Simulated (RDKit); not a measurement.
Input for RDKit: UFF on C4H4N2 (SMILES N#CCCC#N).

```python
from rdkit import Chem
from rdkit.Chem import AllChem, rdDetermineBonds

blocks = [
'''10

N    -2.07789514    1.61275562   -0.65720524
C    -1.49178968    0.69969838   -0.27909947
C    -0.73927653   -0.46363347    0.17488011
C     0.74219122   -0.42038387   -0.25400300
C     1.48734279    0.64873077    0.39979895
N     2.06768270    1.48394170    0.93438761
H    -1.20131354   -1.35942264   -0.24397047
H    -0.81439321   -0.53314149    1.26121643
H     1.21033027   -1.37327646   -0.00063238
H     0.81712112   -0.29536855   -1.33537255
''',
]
mol = None
for b in blocks:
    f = Chem.MolFromXYZBlock(b)
    rdDetermineBonds.DetermineBonds(f, charge=0)
    mol = f if mol is None else Chem.CombineMols(mol, f)
Chem.SanitizeMol(mol)
print(Chem.MolToSmiles(Chem.RemoveHs(mol)))
ff = AllChem.UFFGetMoleculeForceField(mol, vdwThresh=100.0, ignoreInterfragInteractions=False)
e = ff.CalcEnergy()
print(f'UFF energy {e:.6f} kcal/mol')
```

Output:

```
N#CCCC#N
UFF energy 2.660598 kcal/mol
```

The run finished.

Cost: roughly 0.010 core-seconds.
